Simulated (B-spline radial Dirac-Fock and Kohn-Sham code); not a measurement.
**X-ray lines that fill the K vacancy in Ir⁷⁺**

System: iridium as Ir⁷⁺, [Xe] 4f14 5d2, inside a Watson sphere of charge -7 and radius 2.7 Å (a model of the Madelung potential; inside it an electron's potential energy is raised by 37.3 eV).

Input file task.json (cfg lists n, l and occupation; rrms is the nuclear radius in fm):

```json
{"items": [{
  "Z": 77,
  "q": 7,
  "cfg": [[1, 0, 2], [2, 0, 2], [2, 1, 6], [3, 0, 2], [3, 1, 6], [3, 2, 10], [4, 0, 2], [4, 1, 6], [4, 2, 10], [4, 3, 14], [5, 0, 2], [5, 1, 6], [5, 2, 2]],
  "A": 193,
  "rrms": 5.4032,
  "watson": [-7, 2.7],
  "do": ["binding", "quiet", "decay"],
  "holes": ["K", "L1", "L2", "L3", "M1", "M2", "M3", "M4", "M5", "N1", "N2", "N3", "N4", "N5", "N6", "N7"]
}]}
```

Launch: `python xray_run.py task.json out`

Calculated with a radial atomic solver, using independent-particle radiative and Coulomb Auger rates from relativistic LDA hole-state orbitals, with Dirac-Fock energies.

```csv
line,multipole,energy (eV),rate (s⁻¹),share (%)
K-L1,M1,62681.0,2.13e+13,0.0319
Kα2,E1,63282.2,1.95e+16,29.2
Kα1,E1,64891.4,3.34e+16,50.1
Kβ3,E1,73195.0,3.60e+15,5.40
Kβ1,E1,73551.5,7.01e+15,10.5
Kβ5'',E2,73991.0,8.67e+13,0.130
Kβ5',E2,74066.6,1.08e+14,0.162
Kβ2'',E1,75524.7,8.37e+14,1.25
Kβ2',E1,75609.2,1.64e+15,2.46
K-N4,E2,75794.6,2.18e+13,0.0327
K-N5,E2,75810.3,2.70e+13,0.0405
K-O2,E1,76054.8,1.56e+14,0.234
K-O3,E1,76069.9,3.07e+14,0.460
```

The listed lines hold 100.0 % of the radiative rate. The radiative width is 43.9 eV in the length form and 44.9 eV in the velocity form; the two differ because the transition energies are not eigenvalue differences of the potential that gave the orbitals. Kα2/Kα1 is 0.582 and Kβ/Kα is 0.261.
